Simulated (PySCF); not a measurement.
SbF4, SMILES [F][Sb+]([F])([F])[F], charge +1.

Geometry optimised at r2SCAN-D4/def2-SVP. The multiplicity is an assumed one; other spin states were not compared. The isomer is the one that the SMILES or the coordinates give; other isomers of the formula were not compared. The def2 effective core potentials stand for the cores of Sb; spin–orbit coupling is left out.

Method: ωB97X/def2-TZVP run with PySCF.

Symmetry labels are those of the subgroup D2 that the program uses (full group Td).

Computed valence orbital energies around the gap with their symmetry:
```tsv
orbital	symmetry	energy (eV)
HOMO−7	A	-22.58
HOMO−6	A	-22.58
HOMO−5	B1	-22.36
HOMO−4	B2	-22.36
HOMO−3	B3	-22.36
HOMO−2	B1	-22.21
HOMO−1	B2	-22.21
HOMO	B3	-22.21
LUMO	A	-9.92
LUMO+1	B1	-4.87
LUMO+2	B3	-4.87
LUMO+3	B2	-4.87
```
